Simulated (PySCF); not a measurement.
Si(F)(Me)2(SH) (C₂H₇FSSi), SMILES C[Si](C)(F)S.

Geometry optimised at B3LYP-D3(BJ)/def2-SVP. One conformer was computed; it need not be the lowest.

Calculation: TDA-PBE/def2-SVPD run with PySCF 2.14.0.

Vertical excitations. Isolated molecule, no solvent.

Computed excitation energies, oscillator strengths and character:
```json
[
 {"state": "S1", "energy (eV)": "5.49", "λ (nm)": "226", "f": "0.023", "main pairs": "HOMO→LUMO 99 %"},
 {"state": "S2", "energy (eV)": "6.04", "λ (nm)": "205", "f": "0.047", "main pairs": "HOMO→LUMO+1 99 %"},
 {"state": "S3", "energy (eV)": "6.51", "λ (nm)": "191", "f": "0.001", "main pairs": "HOMO→LUMO+2 95 %"},
 {"state": "S4", "energy (eV)": "6.57", "λ (nm)": "189", "f": "0.007", "main pairs": "HOMO→LUMO+3 95 %"},
 {"state": "S5", "energy (eV)": "7.01", "λ (nm)": "177", "f": "0.009", "main pairs": "HOMO→LUMO+4 93 %"},
 {"state": "S6", "energy (eV)": "7.04", "λ (nm)": "176", "f": "0.029", "main pairs": "HOMO−1→LUMO 93 %"},
 {"state": "S7", "energy (eV)": "7.09", "λ (nm)": "175", "f": "0.002", "main pairs": "HOMO−2→LUMO 99 %"},
 {"state": "S8", "energy (eV)": "7.29", "λ (nm)": "170", "f": "0.010", "main pairs": "HOMO→LUMO+5 99 %"},
 {"state": "S9", "energy (eV)": "7.64", "λ (nm)": "162", "f": "0.010", "main pairs": "HOMO→LUMO+6 77 %, HOMO−1→LUMO+1 20 %"},
 {"state": "S10", "energy (eV)": "7.72", "λ (nm)": "161", "f": "0.050", "main pairs": "HOMO→LUMO+7 85 %"},
 {"state": "T1", "energy (eV)": "5.19", "λ (nm)": "239", "f": "0", "main pairs": "HOMO→LUMO 98 %"},
 {"state": "T2", "energy (eV)": "5.78", "λ (nm)": "215", "f": "0", "main pairs": "HOMO→LUMO+1 98 %"},
 {"state": "T3", "energy (eV)": "6.32", "λ (nm)": "196", "f": "0", "main pairs": "HOMO→LUMO+2 80 %, HOMO→LUMO+3 19 %"},
 {"state": "T4", "energy (eV)": "6.37", "λ (nm)": "195", "f": "0", "main pairs": "HOMO→LUMO+3 79 %, HOMO→LUMO+2 19 %"}
]
```
Triplets are in the Tamm–Dancoff approximation.
